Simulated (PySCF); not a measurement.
Ge2H9NSi, BGe2H5O (calculated)

Calculation on a computer-drawn molecule: the log of a Hartree-Fock and frozen-core CCSD(T) single point meant for a local Hartree-Fock minimum, with one planted fault or none, to be diagnosed. Offsets are logged minus clean, where the clean run is the same molecule without the fault. The reference is restricted for singlets and unrestricted otherwise, and also for a bond in bohr or an excited solution. Adding or removing an electron swaps singlet and doublet. The excited solution moves the top pair (singlet) or top alpha electron (doublet) to the lowest empty orbital. Highest occupied and lowest empty are orbital energies over both spins, largest force is the largest gradient component, triples share is (T) over the correlation energy, the T1 limit is 0.02 restricted and 0.045 unrestricted, electrons count all cores, a negative frequency is imaginary (commonest isotopes), and the dipole is about the centre of nuclear charge; on germanium a core potential holds 10 electrons, which the energies leave out, and 3d is frozen in MP2 and coupled-cluster steps. Program: PySCF 2.14.0.

Common to all runs: meant charge 0; meant multiplicity 1; meant basis and core potential on germanium cc-pVDZ-PP ECP10MDF; logged SCF converged yes; possible faults no fault, one electron removed, one electron added, multiplicity raised by two, geometry at a saddle point, SCF held on an excited solution, minimal basis STO-3G, one bond length entered in bohr, all coordinates scaled.

(1) 
```xyz
13
formula=Ge2H9NSi meant_basis=cc-pV(D+d)Z logged_electrons=94 logged_basis_functions=128 logged_spin_squared=0 logged_highest_occupied=-2.8732 logged_lowest_empty=-4.4122 logged_largest_force=0.10314 logged_CC_converged=no logged_dipole_magnitude=0.55163 logged_SCF_stable_within_its_kind=no logged_energy_HF=-934.83398 planted_fault=SCF_held_on_an_excited_solution HF_energy_offset_from_clean_run=354.1
Ge     2.0498     0.7382     0.4216
N      0.3023     1.1488    -0.0117
Si    -1.1773     0.2793     0.2090
Ge    -0.9121    -2.0890    -0.1256
H      2.9538     1.6219    -0.4396
H      2.2754    -0.7407     0.1108
H      2.3481     0.9987     1.9036
H      0.1741     2.1276    -0.2083
H     -2.1694     0.7867    -0.7709
H     -1.7790     0.4644     1.5570
H     -0.0441    -2.7358     0.9628
H     -2.2960    -2.7530    -0.0744
H     -0.2796    -2.4046    -1.4872
```

Units: logged_highest_occupied, logged_lowest_empty in eV; logged_largest_force in hartree/bohr; logged_dipole_magnitude in debye; logged_energy_HF in hartree; HF_energy_offset_from_clean_run in kcal/mol.

Drawn bonds:
```
atom  other atom  order
   1           2      1
   2           3      1
   3           4      1
   1           5      1
   1           6      1
   1           7      1
   2           8      1
   3           9      1
   3          10      1
   4          11      1
   4          12      1
   4          13      1
```

Notes: CCSD not converged.

(2) 
```xyz
13
formula=Ge2H9NSi meant_basis=cc-pV(D+d)Z logged_electrons=95 logged_basis_functions=128 logged_spin_squared=0.758 logged_highest_occupied=2.4428 logged_lowest_empty=7.8962 logged_largest_force=0.031804 logged_T1_diagnostic=0.015556 logged_D1_diagnostic=0.070858 logged_triples_share=0.030202 logged_CC_converged=yes logged_dipole_magnitude=1.2572 logged_SCF_stable_within_its_kind=yes logged_energy_HF=-935.29397 logged_energy_CCSD(T)=-935.88416 planted_fault=one_electron_added HF_energy_offset_from_clean_run=65.41 CCSD(T)_energy_offset_from_clean_run=45.7
Ge     2.0498     0.7382     0.4216
N      0.3023     1.1488    -0.0117
Si    -1.1773     0.2793     0.2090
Ge    -0.9121    -2.0890    -0.1256
H      2.9538     1.6219    -0.4396
H      2.2754    -0.7407     0.1108
H      2.3481     0.9987     1.9036
H      0.1741     2.1276    -0.2083
H     -2.1694     0.7867    -0.7709
H     -1.7790     0.4644     1.5570
H     -0.0441    -2.7358     0.9628
H     -2.2960    -2.7530    -0.0744
H     -0.2796    -2.4046    -1.4872
```

Units: logged_highest_occupied, logged_lowest_empty in eV; logged_largest_force in hartree/bohr; logged_dipole_magnitude in debye; logged_energy_HF, logged_energy_CCSD(T) in hartree; HF_energy_offset_from_clean_run, CCSD(T)_energy_offset_from_clean_run in kcal/mol.

Drawn bonds:
```
atom  other atom  order
   1           2      1
   2           3      1
   3           4      1
   1           5      1
   1           6      1
   1           7      1
   2           8      1
   3           9      1
   3          10      1
   4          11      1
   4          12      1
   4          13      1
```

Notes: highest electron not bound in this basis.

(3) 
```xyz
9
formula=BGe2H5O meant_basis=cc-pVDZ logged_electrons=82 logged_basis_functions=99 logged_spin_squared=1.151 logged_highest_occupied=-8.3367 logged_lowest_empty=0.53403 logged_largest_force=0.0061653 logged_T1_diagnostic=0.063126 logged_D1_diagnostic=0.23272 logged_triples_share=0.0337 logged_CC_converged=yes logged_dipole_magnitude=2.1204 logged_SCF_stable_within_its_kind=yes logged_energy_HF=-689.11218 logged_energy_CCSD(T)=-689.60567 planted_fault=one_bond_length_entered_in_bohr,row_7_of_the_drawn_bonds HF_energy_offset_from_clean_run=65.33 CCSD(T)_energy_offset_from_clean_run=74.35
Ge     1.2317     1.6676     3.4421
B      2.2182     3.0829     2.1768
O      2.2618     3.1293     0.8321
Ge     1.6142     1.9852    -0.3872
H      2.5376     0.7731     3.5607
H      2.7792     3.9823     2.7726
H      2.8006     1.4686    -1.1890
H     -0.2453     3.4556    -2.0180
H      0.9185     0.8554     0.3813
```

Units: logged_highest_occupied, logged_lowest_empty in eV; logged_largest_force in hartree/bohr; logged_dipole_magnitude in debye; logged_energy_HF, logged_energy_CCSD(T) in hartree; HF_energy_offset_from_clean_run, CCSD(T)_energy_offset_from_clean_run in kcal/mol.

Drawn bonds:
```
atom  other atom  order
   1           2      1
   2           3      1
   3           4      1
   1           5      1
   2           6      1
   4           7      1
   4           8      1
   4           9      1
```

Notes: T1 above single-reference limit.

(4) 
```xyz
9
formula=BGe2H5O meant_basis=cc-pVDZ logged_electrons=82 logged_basis_functions=99 logged_spin_squared=0 logged_highest_occupied=-8.0829 logged_lowest_empty=0.54832 logged_largest_force=2.013e-05 logged_lowest_frequency=53.605 logged_T1_diagnostic=0.016216 logged_D1_diagnostic=0.05275 logged_triples_share=0.027228 logged_CC_converged=yes logged_dipole_magnitude=2.3878 logged_SCF_stable_within_its_kind=yes logged_energy_HF=-689.21628 logged_energy_CCSD(T)=-689.72415 planted_fault=no_fault HF_energy_offset_from_clean_run=0 CCSD(T)_energy_offset_from_clean_run=0
Ge     1.2317     1.6676     3.4421
B      2.2182     3.0829     2.1768
O      2.2618     3.1293     0.8321
Ge     1.6142     1.9852    -0.3872
H      2.5376     0.7731     3.5607
H      2.7792     3.9823     2.7726
H      2.8006     1.4686    -1.1890
H      0.6302     2.7633    -1.2502
H      0.9185     0.8554     0.3813
```

Units: logged_highest_occupied, logged_lowest_empty in eV; logged_largest_force in hartree/bohr; logged_lowest_frequency in cm⁻¹; logged_dipole_magnitude in debye; logged_energy_HF, logged_energy_CCSD(T) in hartree; HF_energy_offset_from_clean_run, CCSD(T)_energy_offset_from_clean_run in kcal/mol.

Drawn bonds:
```
atom  other atom  order
   1           2      1
   2           3      1
   3           4      1
   1           5      1
   2           6      1
   4           7      1
   4           8      1
   4           9      1
```
